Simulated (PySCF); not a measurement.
Relaxation of singlet SrH2

Method: PBE0/[Sr x2c-TZVPall, H x2c-TZVPall], spin-free X2C, density fitting, no spin–orbit coupling, PySCF. A (50,194) grid was used.

A hand-made bent start, of C2v symmetry, held to at least that symmetry:

Coordinates in bohr (charge 0 multiplicity 1):
```
Sr    0.0000    0.0000   -0.0527
H     3.3592    0.0000    2.2994
H    -3.3592    0.0000    2.2994
```

Problem. What forces act on the atoms at the start (eV/Å)?

Solution. 
```tsv
atom	Fx	Fy	Fz
Sr1	0.00	0.00	0.50
H2	-0.08	0.00	-0.25
H3	0.08	0.00	-0.25
```

Problem. What does it relax to?

Solution. It ends at C2v with Sr–H 2.153 Å (×2); H–Sr–H 125.9° (after a last refinement on a finer grid). A frequency run shows a minimum. Other isomers or separated fragments may lie lower.

Problem. How much energy is released, and in how many steps?

Solution. 4.9 kJ/mol in 5 steps.

The relaxation took of the order of 17 core-seconds on a shared host.
